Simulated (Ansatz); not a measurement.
Two structures of ZnGeH6S2, closed shell, reached by relaxing down either side of one saddle point (PBE0-D4/def2-TZVP). Energies are electronic, without zero-point energy. Program: Ansatz 0.2.0. Basis: def2-TZVPP and def2-QZVPP. Cores are frozen in the correlated methods. The 3s and 3p shells of Cu and Zn are frozen; filled d shells are correlated. The def2 sets are not built for correlating such inner shells, so the correlated values are less sure here. Extrapolation: Hartree–Fock as exp(−7.88 √X), correlation as X^−2.97. First:

| atom | x (Å) | y (Å) | z (Å) |
| --- | --- | --- | --- |
| Ge1 | 1.4543 | 0.7850 | -1.0755 |
| H2 | 0.5852 | 0.5322 | -2.3103 |
| H3 | -2.5796 | 0.1491 | -0.9637 |
| S4 | -2.2495 | 0.9904 | 0.0324 |
| Zn5 | -1.0986 | -0.5300 | 1.0747 |
| S6 | -0.1127 | -2.0677 | 2.2389 |
| H7 | 2.9357 | 0.5554 | -1.4070 |
| H8 | 1.2362 | 2.1978 | -0.5300 |
| H9 | 1.0583 | -0.2351 | 0.0191 |
| H10 | -1.2294 | -2.3772 | 2.9215 |

Second:

```
10
angstrom
Ge 1.1655 1.5184 -0.2818
H -0.4434 -1.5637 -1.7519
H -0.6629 -0.8936 -2.0024
S -0.9064 1.7014 0.5129
Zn -1.2215 -0.3950 0.9123
S -1.5555 -2.4885 1.3418
H 1.1357 1.6199 -1.8153
H 1.9913 2.6692 0.3100
H 1.7860 0.1681 0.1235
H -1.2890 -2.3363 2.6510
```

Task: Which bonds change from the first to the second?

Result: ZnH₂S₂ ([SH][Zn][SH]) + GeH₄ → ZnGeH₄S₂ ([SH][Zn][S][GeH3]) + H₂; bonds formed: Ge1–S4, H2–H3; bonds broken: Ge1–H2, H3–S4.

Task: Give the saddle point's structure and its height above each. (An estimate is asked for; the value comes from the calculation.)

Result: By the calculation: 236.8 kJ/mol above the first and 260.8 kJ/mol above the second (CCSD(T) at an estimated basis limit (MP2 extrapolated from triple and quadruple zeta, plus CCSD(T) − MP2 in triple zeta)).
Ge1  (1.161, 0.991, -0.961)
H2  (0.095, 0.058, -2.099)
H3  (-0.630, 0.176, -1.453)
S4  (-1.381, 0.835, -0.102)
Zn5  (-1.171, -0.790, 1.288)
S6  (-0.891, -2.437, 2.668)
H7  (1.870, 1.440, -2.262)
H8  (1.235, 2.203, -0.014)
H9  (1.774, -0.273, -0.350)
H10  (-2.062, -2.204, 3.286)
(Å)

T1 diagnostic: at most 0.016.

Labels in which every atom is bracketed show which atoms are joined, not bond orders.

For scale, one of the runs: CCSD(T)/def2-TZVPP, 280 basis functions, launched by `ansatz run in.yaml --threads 8 --pin off --events-out ev --progress --plain --max-ram 19148MiB`. The run took 6.3 min on 8 CPU threads of an Arm Neoverse N1 (shared host), with 7.4 GiB of host memory at its peak.
